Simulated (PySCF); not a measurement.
A calculated (r2SCAN, PySCF 2.14, ANO-RCC-VTZP, the spin-free X2C one-electron Hamiltonian (Gaussian nucleus)) atom or ion has these occupied shells.

```tsv
shell	electrons	orbital energy (eV)	rms radius, mean of both spins (bohr)
1s β	1	-7620.4	0.0649
1s α	1	-7620.4	0.0649
2s α	1	-917.30	0.277
2s β	1	-915.27	0.277
2p α	3	-785.21	0.249
2p β	3	-783.65	0.249
3s α	1	-116.62	0.833
3s β	1	-111.73	0.833
3p α	3	-78.445	0.888
3p β	3	-73.760	0.888
3d α	5	-18.690	1.20
3d β	2	-16.546	1.20
4s β	1	-13.269	2.88
```

**Question.** Name the element and its charge.

**Answer.** Co+ (cobalt, charge +1), in [Ar] 3d7 4s1, 4s spin antiparallel (an excited configuration).
